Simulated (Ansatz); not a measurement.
The same path of ClH + FGa (4 atoms, charge 0, multiplicity 1) was run twice with different band settings. Lost on the way: Ga1–F2, H3–Cl4. Made: Ga1–Cl4, F2–H3.

Computed with UKS B3LYP-D4/def2-SVP in Ansatz 0.2.0.

Relaxed end points:

```xyz
4
Properties=species:S:1:pos:R:3
Ga -1.037 -1.285 -0.664
F -0.046 0.150 -1.247
H 0.519 0.649 0.302
Cl 0.564 0.486 1.608
```

```xyz
4
Properties=species:S:1:pos:R:3
Ga -0.949 -1.275 -0.020
F 0.244 0.537 -1.225
H 0.510 0.745 -0.333
Cl 0.195 -0.006 1.578
```

Common settings: movable images 7; climbing image yes; spring 5.0 eV/Å²; start path through a guess of the saddle point; force threshold 0.03 eV/Å; iteration limit 60; end points relaxed.

| run | optimiser | largest step |
| --- | --- | --- |
| 1 | quadratic models (default) | default |
| 2 | fire | 0.5 Å |

(1) What does each run give, and how far can it be trusted?

Answers

(1) Run 1: converged after 7 iterations, highest image 0.103 eV above the first end. A vibrational analysis at the climbing image gives one clearly imaginary mode, 371i cm⁻¹: a first-order saddle point.
Run 2: converged after 23 iterations, highest image 0.103 eV above the first end. Another band between the same ends (7 images) ends at a top of the same energy, where a vibrational analysis finds 1 clearly imaginary mode.
The orbitals were unrestricted but ended closed-shell.
